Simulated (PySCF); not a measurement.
Correlation energy of W³⁺ (tungsten, charge +3)

[Xe] 4f14 5d3, high-spin 4F determinant. Computed with PySCF 2.14 in aug-cc-pVTZ-PP with ECP60MDF, with a scalar-relativistic core potential. Frozen: 5s2 5p6; 3 electrons correlated.

```csv
level,correlation energy (mhartree)
CCSD,-16.49
(T),-0.06
CCSD(T),-16.55
```

Diagnostics: T1 = 0.00068, D1 = 0.0010, largest double amplitude 0.014.

Spin-orbit coupling, absent here, splits the open shell strongly.

Cost of the coupled-cluster step: roughly 15 core-seconds, for 3 correlated electrons.

Iterations:

```
CC2 = 0
CCSD nocc = (np.int64(3), np.int64(0)), nmo = (84, 84)
frozen orbitals [[0, 1, 2, 3], [0, 1, 2, 3]]
max_cycle = 100
direct = 0
conv_tol = 1e-08
conv_tol_normt = 1e-06
diis_space = 8
diis_start_cycle = 0
Init t2, MP2 energy = -0.0137481460608602
Init E_corr(UCCSD) = -0.0137481460631704
cycle = 1  E_corr(UCCSD) = -0.0159777288821803  dE = -0.00222958282  norm(t1,t2) = 0.0113683
cycle = 2  E_corr(UCCSD) = -0.0163781377700004  dE = -0.000400408888  norm(t1,t2) = 0.00277139
cycle = 3  E_corr(UCCSD) = -0.0164940321477838  dE = -0.000115894378  norm(t1,t2) = 0.000907682
cycle = 4  E_corr(UCCSD) = -0.0164878678792897  dE = 6.16426849e-06  norm(t1,t2) = 0.000171291
cycle = 5  E_corr(UCCSD) = -0.0164882225465655  dE = -3.54667276e-07  norm(t1,t2) = 2.22495e-05
cycle = 6  E_corr(UCCSD) = -0.0164882045487259  dE = 1.79978397e-08  norm(t1,t2) = 3.17087e-06
cycle = 7  E_corr(UCCSD) = -0.0164882091771312  dE = -4.62840527e-09  norm(t1,t2) = 5.01951e-07
UCCSD converged
E(UCCSD) = -65.02038244669579  E_corr = -0.01648820917713115
UCCSD(T) correction = -6.36378950914587e-05
```
